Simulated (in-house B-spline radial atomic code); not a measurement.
The numbers below are computed, except where a source is named.
**Two electrons in InAs: a parabolic dot with ħω = 3.41 meV in all three directions with a doubly ionised double donor at its centre**

For InAs the NSM archive of the Ioffe Institute lists m* = 0.023 m0 and ε = 15.15. Real donors also feel a central-cell potential, which shifts the ground state; some double donors stay shallow and helium-like, others are deep centres that this model can't describe. In so narrow a gap the band flattens within tens of meV, so real spacings are smaller, by up to some tenths.

Effective-mass model with parabolic bands, a uniform dielectric constant, no image charges, no central-cell or spin-orbit terms. Two-electron levels come from full CI in B-splines with partial waves to l = 5 (up to 0.001 effective hartree above the limit).

(1) What are the effective units, and what is the potential in them?

In these units the lowest s and p orbitals lie at -1.5468 and 1.2771, and their Coulomb and exchange integrals are J_ss = 1.4876, J_sp = 0.9471 and K_sp = 0.1337. Full CI gives -1.7183 for the ground singlet, 0.5188 for the sp triplet, 0.7336 for the sp singlet and 1.2234 for the lowest triplet of two s orbitals.

(2) What does it cost to add the second electron, to first order and exactly?

(3) How far above the singlet do the triplets lie?

## Answers

(1) Ha* = 27211.386 meV × 0.023/15.15² = 2.727 meV and a* = 0.0529177 nm × 15.15/0.023 = 34.86 nm. The frequency is ω = 1.25 Ha*, with −2/r added.

(2) To first order E = 2ε_s + J_ss = -1.6059, so the charging energy E(2) − 2E(1) is J_ss = 4.057 meV. CI gives -1.7183 − 2 × (-1.5468) = 1.3753, or 3.75 meV: relaxation and correlation lower it by 0.3063 meV, 7.6 % of J_ss. The s² configuration of one-electron orbitals holds 97.8 % of the state, and the mean radius is 23.8 nm.

(3) To first order the sp triplet lies at ε_s + ε_p + J_sp − K_sp = 0.5438, which is 5.862 meV above 2ε_s + J_ss. CI gives 0.5188 − (-1.7183) = 2.2370, or 6.1 meV, 79 % of the orbital spacing of 7.7 meV. The ss triplet lies 8.021 meV up, so the lower of the two is the sp one, and its gap equals k_BT at 70.8 K. The sp singlet-triplet splitting is 0.5859 meV, against 2K_sp = 0.7291 meV.
